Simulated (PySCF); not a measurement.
Compound: C6H8P (charge -1).
Numbering: `[CH3:1][c:2]1[cH:3][p-:4][c:5]([CH3:6])[cH:7]1` (hydrogens: H8, H9, H10 on C1; H11 on C3; H12, H13, H14 on C6; H15 on C7)

Level: PBE0/pcSseg-1 in PySCF, non-relativistic, on one gas-phase PBE0-D3(BJ)/def2-SVP geometry that isn't relaxed in the solvent. The solvent is an IEF-PCM continuum (van der Waals radii × 1.2). The model holds no explicit solvent molecules, cavitation or dispersion.

Gas phase at PBE0/pcSseg-1: HOMO -0.16 eV, LUMO 5.48 eV.

Task: What does the continuum do to the energy and the frontier levels at PBE0/pcSseg-1 in cyclohexane?

Result: 
```json
{"solvent": "cyclohexane", "ε": "2.017", "E(solvent) − E(gas) (kJ/mol)": "-112.76", "polarisation term (kJ/mol)": "-114.75", "distortion of the solute (kJ/mol)": "1.99", "HOMO (eV)": "-2.40", "LUMO (eV)": "3.33"}
```

The first energy column is the sum of the next two and covers electrostatics alone.

Task: Which radius a makes Born's formula ΔE = −(q²/2a)(1 − 1/ε) give the value in cyclohexane?

Result: a = q²(1 − 1/ε)/(2|ΔE|) = 3.11 Å, with q = -1 e and |ΔE| = 0.0429 Eh; the farthest nucleus lies 3.47 Å from the centroid of the nuclei. The formula assumes a point charge at the centre of a sphere.

Task: Which Hirshfeld charges (PBE0/pcSseg-1) respond most in cyclohexane (means over atoms taken as equivalent)?

Result: 
```
      atoms                  environment  gas (e)  solvent (e)  change
         P4     phosphorus bonded to 2 C   -0.241       -0.272  -0.031
         C3           aromatic CH carbon   -0.208       -0.214  -0.006
  H8/H9/H10              methyl hydrogen   +0.015       +0.021  +0.006
H12/H13/H14              methyl hydrogen   +0.012       +0.018  +0.006
        H15            aromatic hydrogen   -0.002       +0.004  +0.006
        H11            aromatic hydrogen   -0.008       -0.004  +0.004
         C5  substituted aromatic carbon   -0.122       -0.125  -0.003
         C7           aromatic CH carbon   -0.151       -0.154  -0.003
```
